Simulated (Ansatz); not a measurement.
Calculated with Ansatz (gas phase, PBE0-D4/def2-TZVP geometries, no zero-point term in ΔE). CCSD(T)/CBS is the MP2 limit (def2-TZVPP, def2-QZVPP) plus CCSD(T) − MP2 in def2-TZVPP, frozen cores. This one scheme is used for every species. Each species was taken in one conformer, which may not be the lowest.

Reaction (ligand exchange at the Si–F bond): `F[SiH](Cl)Cl` + `O[SiH2]S` → `O[SiH2]S[SiH](Cl)Cl` + H–F

```tsv
species	CCSD(T)/CBS(def2) energy (Eh)
`F[SiH](Cl)Cl`	-1309.19911
`O[SiH2]S`	-764.50758
`O[SiH2]S[SiH](Cl)Cl`	-1973.28459
H–F	-100.39570
```

**Question.** Work out ΔE.

**Answer.** ΔE = (-1973.28459) + (-100.39570) − (-1309.19911) − (-764.50758) = 0.02640 Eh = +0.72 eV.

Largest T1 diagnostic among the species: 0.011.

In def2-TZVPP, CCSD(T) changes the Hartree–Fock value by −0.35 eV (the triples alone add −0.07 eV) and MP2 by −0.45 eV. The D4 term adds −0.22 eV with B3LYP and −0.12 eV with PBE0; it sums over pairs of atoms, weighted by their polarisabilities, and B3LYP, whose exchange is more repulsive, gets the larger term.

B3LYP here is the variant with VWN-RPA as its local correlation; programs differ in this.
